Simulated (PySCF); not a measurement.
PySCF input (CCSD(T)/cc-pVDZ):

```python
from pyscf import gto, scf, mp, cc as ccmod

mol = gto.M(
    atom='''
    Si   -0.29252783   -0.29311256    0.17118147
    O    -0.70945732    1.24725980   -0.23044060
    O     1.23274060   -0.71817987   -0.27687153
    H    -1.18964099   -1.16135307   -0.60194466
    H    -0.42947605   -0.46313278    1.63968366
    H    -0.44507796    1.97137941    0.34101629
    H     1.97331831   -0.47595715    0.28320117
    ''',
    basis='cc-pvdz',
    charge=0,
    spin=0,
    verbose=4,
)

mf = scf.RHF(mol)
mf.conv_tol = 1e-10
mf.max_cycle = 100
mf.kernel()
mp2 = mp.MP2(mf, frozen=7).run()
cc = ccmod.CCSD(mf, frozen=7)
cc.max_cycle = 100
cc.kernel()
et = cc.ccsd_t()
print(f'E(CCSD(T)) = {cc.e_tot + et:.9f}')
```

End of the output:

```
Extra cycle  E= -441.070605767479  delta_E= -6.48e-12  |g|= 1.15e-06  |ddm|= 4.07e-06
converged SCF energy = -441.070605767479

******** <class 'pyscf.mp.mp2.RMP2'> ********
nocc = 10, nmo = 59
frozen orbitals 7
E(RMP2) = -441.548651167486  E_corr = -0.478045400007036
E(SCS-RMP2) = -441.54189442579  E_corr = -0.471288658310882
E_corr(same-spin) = -0.118114409651032
E_corr(oppo-spin) = -0.359930990356004

******** <class 'pyscf.cc.ccsd.CCSD'> ********
CC2 = 0
CCSD nocc = 10, nmo = 59
frozen orbitals 7
max_cycle = 100
direct = 0
conv_tol = 1e-07
conv_tol_normt = 1e-05
diis_space = 6
diis_start_cycle = 0
diis_start_energy_diff = 1e+09
Init t2, MP2 energy = -441.548651166773  E_corr(MP2) -0.478045399293364
Init E_corr(CCSD) = -0.478045399293997
cycle = 1  E_corr(CCSD) = -0.488854848361292  dE = -0.0108094491  norm(t1,t2) = 0.0534814
cycle = 2  E_corr(CCSD) = -0.500306068825398  dE = -0.0114512205  norm(t1,t2) = 0.0157459
cycle = 3  E_corr(CCSD) = -0.50164485864622  dE = -0.00133878982  norm(t1,t2) = 0.00804747
cycle = 4  E_corr(CCSD) = -0.50342566630565  dE = -0.00178080766  norm(t1,t2) = 0.00299267
cycle = 5  E_corr(CCSD) = -0.503381053489661  dE = 4.4612816e-05  norm(t1,t2) = 0.000781327
cycle = 6  E_corr(CCSD) = -0.50333256996331  dE = 4.84835264e-05  norm(t1,t2) = 0.00023654
cycle = 7  E_corr(CCSD) = -0.503329988833815  dE = 2.58112949e-06  norm(t1,t2) = 7.66119e-05
cycle = 8  E_corr(CCSD) = -0.503333549234287  dE = -3.56040047e-06  norm(t1,t2) = 2.10299e-05
cycle = 9  E_corr(CCSD) = -0.50333311795153  dE = 4.31282757e-07  norm(t1,t2) = 7.81267e-06
cycle = 10  E_corr(CCSD) = -0.503333093416813  dE = 2.45347163e-08  norm(t1,t2) = 2.69045e-06
CCSD converged
E(CCSD) = -441.5739388608961  E_corr = -0.5033330934168133
CCSD(T) correction = -0.00996555715656132
E(CCSD(T)) = -441.583904418
```
